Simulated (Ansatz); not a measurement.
Total energies of `O=C(S)[TeH]`.

Z-matrix (Å, degrees):
```
C
S 1 1.777
Te 1 2.160 2 115.6
O 1 1.188 2 121.1 3 180.0
H 2 1.343 1 96.5 3 0.1
H 3 1.654 1 90.6 2 -179.9
```

Total charge 0; spin multiplicity 1. Correlated methods include outer-core shells of Te, which these sets cover unevenly. Te takes the def2 core potential. All single points use the PBE0-D4/def2-TZVP geometry. It is one conformer, not always the lowest. Basis def2-TZVPP, Ansatz 0.2.0.

RPA on PBE orbitals: Hartree–Fock energy of these orbitals -778.40610 Eh, correlation -1.49410 Eh (frozen core).

```tsv
functional	energy without D4 (Eh)	D4 term (kJ/mol)
LC-ωPBE	-780.63655	–
ωB97M-V	-780.71138	–
```

(1) Give the same for LDA (SPW92), PBE, revPBE, BLYP, r2SCAN, B97M-V, PBE0, B3LYP, r2SCANh, r2SCAN0, HSE06 (plane-wave form), BHLYP, CAM-B3LYP, ωB97X-V, B2PLYP, PBE-QIDH. (An estimate is asked.)

B3LYP takes the VWN-RPA correlation (the form of Gaussian; ORCA's B3LYP/G). HSE06 is the plane-wave form, built on full-range PBE exchange. The double hybrids freeze the cores in their second-order part.

Answers

(1) Ansatz gave: 
```csv
functional,energy without D4 (Eh),D4 term (kJ/mol)
LDA (SPW92),-778.16122,–
PBE,-780.50549,-17.2
revPBE,-780.74773,-47.6
BLYP,-780.73136,-37.9
r2SCAN,-780.82330,-3.7
B97M-V,-780.66774,–
PBE0,-780.54526,-14.5
B3LYP,-780.90689,-28.4
r2SCANh,-780.79946,-4.0
r2SCAN0,-780.76509,-4.5
HSE06 (plane-wave form),-780.53124,-13.6
BHLYP,-780.66918,-24.2
CAM-B3LYP,-780.75705,-15.0
ωB97X-V,-780.68072,–
B2PLYP,-780.41589,–
PBE-QIDH,-780.27387,–
```

LC-ωPBE has ω = 0.4 bohr⁻¹.
